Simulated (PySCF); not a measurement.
## Excitation energy of Si²⁺ by level of theory

Si²⁺ [Ne] 3s2 (1S) → Si²⁺ [Ne] 3d2 (3F), as a difference of total energies. Calculation: PySCF 2.14, in aug-cc-pwCVDZ (6s5p3d, 36 functions); no relativity, point nucleus. Correlated levels: valence: [Ne] frozen; valence and next inner shell: 1s2 frozen; nothing frozen. The calculations carry no spin-orbit coupling.

```json
{"method": "UHF", "excitation energy (eV)": "36.170"}
{"method": "LDA", "excitation energy (eV)": "36.137"}
{"method": "PBE", "excitation energy (eV)": "35.357"}
{"method": "PBE0", "excitation energy (eV)": "35.758"}
{"method": "r2SCAN", "excitation energy (eV)": "35.414"}
{"method": "TPSS", "excitation energy (eV)": "35.172"}
{"method": "B2PLYP", "excitation energy (eV)": "36.551"}
{"method": "HSE06", "excitation energy (eV)": "35.760"}
{"method": "PBEsol", "excitation energy (eV)": "35.403"}
{"method": "MP2 (valence)", "excitation energy (eV)": "36.951"}
{"method": "SCS-MP2 (valence)", "excitation energy (eV)": "37.120"}
{"method": "MP2 (valence and next inner shell)", "excitation energy (eV)": "37.324"}
{"method": "SCS-MP2 (valence and next inner shell)", "excitation energy (eV)": "37.416"}
{"method": "MP2 (all electrons)", "excitation energy (eV)": "37.320"}
{"method": "SCS-MP2 (all electrons)", "excitation energy (eV)": "37.413"}
```

**Question.** How much does correlation contribute at MP2 (all electrons)?

**Answer.** 37.320 − (36.170) = 1.150 eV, measured against UHF.

The upper state lies above the first ionisation limit, where it may autoionise and the basis confines it.

The promoted electron is Rydberg-like, and one or two diffuse shells describe it only roughly, which tends to raise the upper state.
